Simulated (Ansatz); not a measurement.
System: tribromo(hydroxy)silane, sum formula HSiOBr3, charge 0, multiplicity 1. 
Structure (B3LYP-D3(BJ)/def2-TZVP (Ansatz, a program for electronic structure) minimum search):
SMILES: O[Si](Br)(Br)Br
```xyz
6

Si    -0.3854     0.0297    -0.2892
Br    -0.6666    -1.5689     1.2211
Br    -0.0672     1.9442     0.7825
Br     1.3425    -0.4252    -1.5709
O     -1.6718     0.1260    -1.2757
H     -2.5319     0.3209    -0.8897
```
Charge 0, spin multiplicity 1.

Quantity: atomisation energy (electronic, to ground-state atoms), in kcal/mol. Cores are frozen in the correlated levels unless marked. Open shells are spin-unrestricted. Spin-orbit coupling is left out. The frozen core is the preceding noble-gas configuration, with the filled d and f shells of earlier blocks. No relativistic terms. The coupled-cluster limit lacks core correlation, which all-electron functionals hold. Basis-set limits of correlation are two-point, X^-3; Hartree-Fock from the larger set.

```json
[
 {"level": "HF/def2-SVPD", "program": "Ansatz", "atomisation energy (kcal/mol)": "319.0", "minus last row": "-152.4"},
 {"level": "BHLYP-D4/def2-TZVPD", "program": "Ansatz + dftd4", "atomisation energy (kcal/mol)": "445.7", "minus last row": "-25.7"},
 {"level": "MP2/6-31G", "program": "Ansatz", "atomisation energy (kcal/mol)": "308.5", "minus last row": "-162.9"},
 {"level": "MP2/6-31G*", "program": "Ansatz", "atomisation energy (kcal/mol)": "428.7", "minus last row": "-42.7"},
 {"level": "MP2/def2-SVPD", "program": "Ansatz", "atomisation energy (kcal/mol)": "447.3", "minus last row": "-24.1"},
 {"level": "RI-MP2/def2-TZVPP", "program": "Ansatz", "atomisation energy (kcal/mol)": "472.7", "minus last row": "1.3"},
 {"level": "CCSD(T)/CBS(def2-TZVPPD,def2-QZVPPD)", "program": "Ansatz", "atomisation energy (kcal/mol)": "471.4", "minus last row": "0.0"}
]
```
